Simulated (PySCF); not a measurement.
# A small calculation by hand: chemical shift, span and skew from a shielding tensor

VF₄, SMILES [V+]([F])([F])([F])[F], charge +1, multiplicity 1. Atoms are numbered in the order given.

```xyz
5

V      0.0000     0.0000     0.0000
F     -0.9486     0.9486    -0.9486
F      0.9486     0.9486     0.9486
F      0.9486    -0.9486    -0.9486
F     -0.9486    -0.9486     0.9486
```
Charge +1, spin multiplicity 1.

Geometry: B3LYP-D3(BJ)/def2-SVP. The multiplicity is an assumed one; other spin states were not compared. The isomer is the one that the SMILES or the coordinates give; other isomers of the formula were not compared.

GIAO shieldings from PBE/pcSseg-1 (PySCF), non-relativistic, no solvent. The symmetric part of the tensor of F2 has the principal values -836.2, -836.2, 9.9 ppm. The same nucleus in CFCl3 has σ = 133.6 ppm at this level (PySCF, at its B3LYP-D3(BJ)/def2-TZVP geometry).

Work out the isotropic shielding, the ¹⁹F shift against CFCl3, the span and the skew.


σ(iso) = (σ11 + σ22 + σ33)/3 = -554.2 ppm. δ = σ(ref) − σ(iso) = 133.6 − (-554.2) = 687.8 ppm.
Span Ω = σ33 − σ11 = 846.1 ppm. Skew κ = 3(σ(iso) − σ22)/Ω = 1.00, an axial tensor. Tumbling in solution averages the tensor to δ; in a static solid the shielding alone would spread this spin-1/2 line over Ω.
